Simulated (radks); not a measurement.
The krypton ion Kr2+, 34 electrons, occupied as [Ar] 3d10 4s2 4p3 4f1 (not the ground configuration). All-electron calculation, non-relativistic Kohn-Sham, LDA (Slater exchange, VWN5 correlation), spin-polarised, spherical densities, point nucleus; open shells are filled with parallel spins first. Program: a radial shooting solver on a logarithmic mesh with Libxc functionals.

X-ray form factor f0, the Fourier transform of the density (f0(0) = 34):

sin(theta)/lambda (1/angstrom)  f0 (electrons)
0.05                                    33.181
0.1                                     31.605
0.15                                    29.934
0.2                                     28.138
0.25                                    26.298
0.3                                     24.540
0.4                                     21.443
0.5                                     18.815
0.6                                     16.482
0.8                                     12.530
1                                        9.668
1.25                                     7.499
1.5                                      6.314
2                                        4.975
